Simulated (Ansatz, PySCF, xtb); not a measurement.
The molecule CuP, closed-shell singlet (lowest of 2S+1 = 1, 3, 5 at CCSD(T)/def2-TZVPP on PBE0 minima; our sources give no spin for the ground state, which may be another). No spin–orbit coupling. Cu is treated without relativity.

Seven points along R, fitted to fifth degree in 1/R; most abundant isotopes. In def2 and cc sets the state is the lowest found near the PBE0 minimum, followed along R. The singlet is held restricted. HF and MP2 rows in def2 and cc sets belong to the determinant that coupled cluster picked by its CCSD energy.

Programs: Ansatz (Gaussian basis) for Hartree–Fock, density functionals and correlated methods; PySCF for LANL2DZ rows; xtb for the GFN methods. Values without a source in brackets are computed.

| level | r_e (Å) | ω_e (cm⁻¹) | B_e (cm⁻¹) | α_e (cm⁻¹) | dipole (D) |
|---|---|---|---|---|---|
| GFN1-xTB | 2.120 | 437 | 0.181 | 0.0016 | - |
| GFN2-xTB | 2.216 | 298 | 0.165 | 0.0014 | - |
| SVWN5/def2-TZVPP | 2.050 | 432 | 0.193 | 0.0011 | 2.31 |
| PBE/def2-TZVPP | 2.096 | 404 | 0.185 | 0.0011 | 2.54 |
| r2SCAN/def2-TZVPP | 2.074 | 420 | 0.189 | 0.0011 | 2.92 |
| B97M-V/def2-TZVPP | 2.106 | 398 | 0.183 | 0.0011 | 2.77 |
| B3LYP/LANL2DZ | 2.207 | 364 | 0.167 | 0.0010 | 2.94 |
| B3LYP/def2-TZVPP | 2.127 | 375 | 0.180 | 0.0011 | 2.81 |
| PBE0/def2-TZVPP | 2.114 | 385 | 0.182 | 0.0011 | 3.21 |
| BHLYP/def2-TZVPP | 2.170 | 347 | 0.172 | 0.0010 | 3.62 |
| CAM-B3LYP/def2-TZVPP | 2.116 | 382 | 0.181 | 0.0011 | 3.24 |
| wB97X-V/def2-TZVPP | 2.121 | 383 | 0.181 | 0.0011 | 3.76 |
| wB97M-V/def2-TZVPP | 2.120 | 380 | 0.181 | 0.0011 | 3.45 |
| B2PLYP/def2-TZVPP | 2.098 | 390 | 0.185 | 0.0012 | - |
| MP2/def2-TZVPP | 2.070 | 391 | 0.190 | 0.0012 | - |
| MP2/def2-QZVPP | 2.036 | 418 | 0.196 | 0.0015 | - |
| SCS-MP2/def2-TZVPP | 2.111 | 366 | 0.182 | 0.0011 | - |
| SCS-MP2/def2-QZVPP | 2.076 | 384 | 0.188 | 0.0014 | - |
| CCSD/def2-TZVPP | 2.169 | 343 | 0.173 | 0.0010 | - |
| CCSD/def2-QZVPP | 2.138 | 354 | 0.178 | 0.0012 | - |
| CCSD(T)/def2-TZVPP | 2.136 | 358 | 0.178 | 0.0012 | - |
| CCSD(T)/def2-QZVPP | 2.105 | 375 | 0.183 | 0.0013 | - |
| CCSD(T)/CBS(def2-TZVPP, def2-QZVPP) | 2.087 | 389 | 0.186 | 0.0014 | - |

Correlated levels freeze the inner cores; with def2 sets outer-core shells near the valence are correlated too. CBS(a, b) extrapolates the correlation energy as X⁻³ and adds the Hartree–Fock energy of set b. Rows in LANL2DZ carry no dispersion term and start afresh at each structure. LANL2DZ brings its own core potentials from Na on.

Doubts at one or more of the structures used: a restricted determinant that unrestricted orbitals would lower (B2PLYP/def2-TZVPP, MP2/def2-TZVPP, MP2/def2-QZVPP, SCS-MP2/def2-TZVPP, SCS-MP2/def2-QZVPP, CCSD/def2-TZVPP, CCSD/def2-QZVPP, CCSD(T)/def2-TZVPP, CCSD(T)/def2-QZVPP, CCSD(T)/CBS(def2-TZVPP, def2-QZVPP)).

Ansatz is a program for electronic structure.
